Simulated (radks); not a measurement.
Results of a calculation; reference values are marked as such.
Problem. Coherent X-ray form factor from a spherical all-electron density. Code: a radial shooting solver on a logarithmic mesh with Libxc functionals. Model: scalar-relativistic Kohn-Sham, Slater X-alpha with alpha = 0.886, spin-polarised, spherical densities, finite nucleus; Fermi nuclear charge, rms radius of each element as measured or else 0.836 A^(1/3) + 0.57 fm.

sin(theta)/lambda (1/angstrom),f0 (electrons)
0.05,44.551
0.1,43.263
0.15,41.302
0.2,38.891
0.25,36.264
0.3,33.620
0.4,28.814
0.5,25.019
0.6,22.205
0.8,18.462
1,15.754
1.25,12.756
1.5,10.185
2,6.910

The species is in the configuration that NIST lists as its ground one. Which atom or ion scatters so?

Solution. The cadmium ion Cd3+, [Kr] 4d9. Extrapolating in s^2 from the first two rows gives f0(0) = 45.0, near the electron count 45; among species with that count, the fall with angle is slower the higher Z, and the table is that of Z = 48; from so few rows the species is fixed only to a neighbour or two.
